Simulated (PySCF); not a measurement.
**Calculated NMR parameters of C/C(=N\N[SiH3])C1CC1**

| Item | Value |
| --- | --- |
| Formula | C5H12N2Si |
| SMILES | C/C(=N\N[SiH3])C1CC1 |
| InChI | InChI=1S/C5H12N2Si/c1-4(6-7-8)5-2-3-5/h5,7H,2-3H2,1,8H3/b6-4+ |
| Point group of the computed structure | C1 |
| Degrees of unsaturation | 2 |
| Carbon signals | 4 |
| Proton signals | 6 |

Structure with atom numbers: `[CH3:1]/[C:2](=[N:3]\[NH:4][SiH3:5])[CH:6]1[CH2:7][CH2:8]1`; H(Xn) means a hydrogen on atom n. Ha(C7), Ha(C8) are cis to C2 on the ring; Hb(C7), Hb(C8) are trans to C2 on the ring.

Isolated molecule, single conformer, no relativistic terms, equivalent nuclei averaged. GFN2-xTB structure; NMR shieldings at PBE0/pcSseg-1/GIAO; PySCF.

Shifts are taken against calculated references (same method and geometry level): $^{1}$H (σref 31.72), $^{13}$C (σref 186.93), $^{29}$Si (σref 349.16) against TMS; NH3 for $^{15}$N (σref 267.73).

| carbon | δC, type | δH (multiplicity) | HMBC from (2–3 bonds) | span of the C tensor (ppm) |
| --- | --- | --- | --- | --- |
| C1 | 16.5, CH3 | 1.90 (s) | H(C6) | 33 |
| C2 | 147.2, C | – | H(C1), H(C6), Ha(C7)/Ha(C8), Hb(C7)/Hb(C8) | 178 |
| C6 | 20.2, CH | 1.06 (m) | H(C1), Ha(C7)/Ha(C8), Hb(C7)/Hb(C8) | 81 |
| C7/C8 | 14.2, CH2 | Ha(C7) 0.85 (m); Hb(C7) 0.71 (m) | H(C6), Ha(C7)/Ha(C8), Hb(C7)/Hb(C8) | 66 |

Other nuclei:
```json
{"atoms": "H(Si5)", "nucleus": "$^{1}$H", "environment": "hydrogen on a silicon bonded to N", "δ (ppm)": "4.78", "σ (ppm)": "26.94"}
{"atoms": "H(N4)", "nucleus": "$^{1}$H", "environment": "hydrogen on a nitrogen bonded to O or N", "δ (ppm)": "4.17", "σ (ppm)": "27.55"}
{"atoms": "Si5", "nucleus": "$^{29}$Si", "environment": "silicon bonded to N, 3 H", "δ (ppm)": "-58.2", "σ (ppm)": "407.3"}
{"atoms": "N3", "nucleus": "$^{15}$N", "environment": "imine nitrogen", "δ (ppm)": "349.6", "σ (ppm)": "-81.9"}
{"atoms": "N4", "nucleus": "$^{15}$N", "environment": "nitrogen bonded to O or N", "δ (ppm)": "107.3", "σ (ppm)": "160.4"}
```

- Carbon types of the structure: 1 × C, 1 × CH, 2 × CH2, 1 × CH3, leaving 4 H on heteroatoms.
- δC 147.2: C=N carbon.
- δC 20.2, 14.2: three-membered-ring carbon; carbons of three-membered rings are unusually shielded.
- δC 16.5: methyl carbon; aliphatic region, no heteroatom directly attached.
- δH 4.17: hydrogen on a nitrogen bonded to O or N; labile proton, position sensitive to the medium.
- δH 1.06, 0.85, 0.71: hydrogen on a three-membered-ring carbon; cyclopropane-type protons are shielded by the ring.

OH/NH shifts are gas-phase values; hydrogen bonding in solution moves them, usually downfield. Shifts are as computed. Against solution values, carbons near 30 ppm lie about +3 ppm off and those near 130 ppm about +5 ppm. Of 1211 compounds with measured shifts, 218 miss one by over three times the rms of a fit or turn the order of signals round; such compounds aren't used in these exercises. Experimental scales use liquid or dissolved standards, which lie at an offset from isolated NH3 (liquid NH3: subtract about 20 ppm). Unscaled 15N shifts of sp2 nitrogen come out 20 to 40 ppm too high even then. No couplings were computed; multiplicities are counted from neighbouring protons, with m where these are inequivalent, close in shift, in a saturated or five-membered ring or joined by F or P, and br s for small geminal =CH2 splittings.
